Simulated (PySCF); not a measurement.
A PySCF script (with the pyscf-properties extension) for the NMR shieldings of SMILES CC[C@@H]1COC[Si@H](Cl)O1, C5H11ClO2Si, on a GFN2-xTB geometry:

```python
import basis_set_exchange as bse
import numpy as np
from pyscf import gto, dft
from pyscf.prop import nmr

atoms = """
C     2.650366    0.950620    0.253181
C     1.817030   -0.321288    0.156456
C     0.356955   -0.064848    0.522395
C    -0.463302   -1.359642    0.532849
O    -1.801844   -1.160337    0.902422
C    -2.591491   -0.564171   -0.127888
Si   -1.778372    1.103567   -0.580166
Cl   -2.009399    1.628168   -2.495426
O    -0.190132    0.840444   -0.415536
H     2.667571    1.318185    1.276609
H     2.225744    1.720656   -0.384996
H     3.671528    0.757698   -0.064778
H     1.852220   -0.705164   -0.864646
H     2.216044   -1.084984    0.826096
H     0.291453    0.397219    1.516416
H    -0.407888   -1.820896   -0.464736
H    -0.048062   -2.048409    1.272013
H    -3.589823   -0.478566    0.298314
H    -2.650554   -1.257955   -0.979669
H    -2.223192    2.160384    0.322909
"""
names = dict.fromkeys(["C", "O", "Si", "Cl", "H"], "pcSseg-1")
basis = {el: gto.basis.parse(bse.get_basis(n, elements=[el], fmt="nwchem")) for el, n in names.items()}
mol = gto.M(atom=atoms, basis=basis, charge=0, verbose=0)
mf = dft.RKS(mol, xc="PBE0")
mf.grids.level = 2
mf.grids.alignment = dft.numint.BLKSIZE   # the property module wants whole blocks of grid points
mf.conv_tol = 1e-9
mf.kernel()

calc = nmr.RKS(mf)   # GIAO
C = mf.mo_coeff
Co = C[:, mf.mo_occ > 0]
resp = mf.gen_response(singlet=True, hermi=2)
def vind(x):   # induced exchange potential for any number of trial vectors
    d = np.einsum("pi,xij,qj->xpq", C, 2 * x.reshape(-1, C.shape[1], Co.shape[1]), Co, optimize=True)
    return np.einsum("xpq,pi,qj->xij", resp(d - d.transpose(0, 2, 1)), C, Co, optimize=True).ravel()
mo1, _ = nmr.rhf.solve_mo1(calc, with_cphf=vind)
sigma = calc.kernel(mo1)
for i, s in enumerate(sigma):   # ppm
    print("%2d %-2s %9.2f" % (i, mol.atom_pure_symbol(i), np.trace(s) / 3))
```

Task: What does it print?

Result: 
```
 0 C     174.78
 1 C     156.29
 2 C     106.27
 3 C     108.33
 4 O     316.24
 5 C     119.81
 6 Si    367.33
 7 Cl    920.71
 8 O     270.52
 9 H      30.98
10 H      30.02
11 H      30.67
12 H      30.42
13 H      30.58
14 H      27.77
15 H      28.46
16 H      27.98
17 H      27.91
18 H      28.22
19 H      26.27
```

These numbers come from an equivalent density-fitted implementation of the same equations, which agrees with the script to about 0.01 ppm for H and up to a few tenths of a ppm for heavy atoms, so last digits may differ.

Task: Turn these shieldings into chemical shifts. Shifts are taken against calculated references (same method and geometry level): $^{13}$C (186.93 ppm) and $^{29}$Si (349.16 ppm) and $^{1}$H (31.72 ppm) against TMS; H2O for $^{17}$O (336.08 ppm); $^{35}$Cl (949.78 ppm) against HCl.

Result: Averaging equivalent atoms: C 2: 80.7; C 3: 78.6; C 5: 67.1; C 1: 30.6; C 0: 12.1; O 8: 65.6; O 4: 19.8; Si 6: -18.2; Cl 7: 29; H 19: 5.45; H 14: 3.94; H 17: 3.81; H 16: 3.74; H 18: 3.50; H 15: 3.26; H 12: 1.30; H 9/10/11: 1.16; H 13: 1.13 ppm. Experimental scales use liquid or dissolved standards, which lie at an offset from isolated H2O (liquid H2O: subtract about 36 ppm).

Size and cost of the density-fitted run: 222 basis functions, 46 s wall time on 1 thread of an Intel Xeon 6975P-C, shared host; peak memory 0.97 GiB.
